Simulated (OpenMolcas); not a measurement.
## V²⁺: effect of the active space

```
Program             : OpenMolcas
Method              : CASSCF or its RAS form
Basis               : ANO-R2
Scalar Hamiltonian  : X2C, finite nucleus
Spin-orbit coupling : RASSI with atomic mean-field integrals over the reference wave functions, term energies averaged over their components
```

A. 3 electrons in 5 orbitals (3d); 2S+1 = 4 even, 10 roots; 2S+1 = 2 even, 40 roots; cost of the order of 14 core-seconds
B. 3 electrons in 6 orbitals (3d 4s); 2S+1 = 4 even, 20 roots; 2S+1 = 2 even, 64 roots kept (CI in the orbitals of an earlier block); cost roughly 30 core-seconds
C. 9 electrons in 8 orbitals (RAS1 3p, at most 2 holes; RAS2 3d); 2S+1 = 4 even, 10 roots; 2S+1 = 2 even, 40 roots; cost of the order of 23 core-seconds
D. 3 electrons in 10 orbitals (3d 4d); 2S+1 = 4 even, 10 roots; 2S+1 = 2 even, 40 roots; cost about 26 core-seconds

Energies in cm-1 above 3d3 4F 3/2, the measured ground level; measured values from Sugar and Corliss, J. Phys. Chem. Ref. Data 7, 1191 (1978).

```json
{"Level": "3d3 4F 3/2", "A": "0.0", "B": "0.0", "C": "0.0", "D": "0.0", "Measured": "0.0"}
{"Level": "3d3 4F 5/2", "A": "150", "B": "157", "C": "160", "D": "153", "Measured": "146"}
{"Level": "3d3 4F 7/2", "A": "358", "B": "374", "C": "380", "D": "363", "Measured": "342"}
{"Level": "3d3 4F 9/2", "A": "619", "B": "646", "C": "656", "D": "628", "Measured": "584"}
{"Level": "3d3 4P 1/2", "A": "14843", "B": "15306", "C": "13982", "D": "14306", "Measured": "11514"}
{"Level": "3d3 4P 3/2", "A": "14916", "B": "15382", "C": "14056", "D": "14384", "Measured": "11592"}
{"Level": "3d3 2G 7/2", "A": "14980", "B": "15478", "C": "15183", "D": "14271", "Measured": "11966"}
{"Level": "3d3 4P 5/2", "A": "15084", "B": "15557", "C": "14244", "D": "14562", "Measured": "11770"}
{"Level": "3d3 2G 9/2", "A": "15201", "B": "15714", "C": "15423", "D": "14504", "Measured": "12187"}
{"Level": "3d3 2P 1/2", "A": "19780", "B": "20455", "C": "17898", "D": "18994", "Measured": "15580"}
{"Level": "3d3 2H 9/2", "A": "19799", "B": "20569", "C": "21264", "D": "18886", "Measured": "16811"}
{"Level": "3d3 2P 3/2", "A": "19885", "B": "20568", "C": "17992", "D": "19080", "Measured": "15550"}
{"Level": "3d3 2H 11/2", "A": "19972", "B": "20753", "C": "21451", "D": "19074", "Measured": "16978"}
{"Level": "3d3 2D 3/2(1)", "A": "21480", "B": "22281", "C": "19393", "D": "20419", "Measured": "16330"}
{"Level": "3d3 2D 5/2(1)", "A": "21660", "B": "22474", "C": "19596", "D": "20597", "Measured": "16375"}
{"Level": "3d3 2F 7/2", "A": "34173", "B": "35632", "C": "33818", "D": "32823", "Measured": "27728"}
{"Level": "3d3 2F 5/2", "A": "34269", "B": "35732", "C": "33920", "D": "32919", "Measured": "27847"}
{"Level": "3d3 2D 5/2(2)", "A": "53316", "B": "55730", "C": "50003", "D": "50427", "Measured": "42267"}
{"Level": "3d3 2D 3/2(2)", "A": "53432", "B": "55853", "C": "50142", "D": "50526", "Measured": "42371"}
```

Deviations, from unrounded energies. A percentage is the sum of absolute deviations over the sum of measured energies, with the sign that they share, or ± where signs differ.

```tsv
Against measurement	Levels	A	B	C	D
mean absolute deviation (cm-1)	18	4200	5000	3400	3300
fine structure of the ground term (%)	3	+5.3	+9.9	+11.6	+6.8
other terms of the ground configuration (%)	15	+25.6	+30.5	+20.7	+19.8
```

C, D lie about equally close to measurement and B furthest from it. The largest miss of D in the table is 3d3 2D 5/2(2), by +8200 cm-1. The ranking rests on the paired levels alone, and a cruder setting can come out closer through cancelling errors.

Among A to D the level of the table that moves most is 3d3 2D 5/2(2), by 5700 cm-1 (lowest in C, highest in B).

Without dynamic correlation excited terms often stand tens of per cent too high (terms of higher spin than the ground term too low), and those without a measured partner can miss by more than the paired ones. Some levels mix across a computed gap that differs much from the measured one, so their mixing is not that of the real levels. Terms from blocks run as CI alone lack orbitals of their own (holds for B). Active for correlation alone: 3p; no level in the range computed is led by a configuration that opens it, so any true level of that kind is missing (holds for C). Active for correlation alone: 4d; no level in the range computed is led by a configuration that fills it, so any true level of that kind is missing (holds for D). Computed and measured levels are paired by configuration, term and J; levels that our copy of the source lacks, or whose pairing is in doubt (as where it misses far off the trend of its configuration), stay unpaired and out of the deviations. Only configurations of the active space appear. The table leaves out levels that lie high or whose names do not pair safely across all columns.

A number in round brackets counts repeated terms of one configuration in the order of the reference energies.
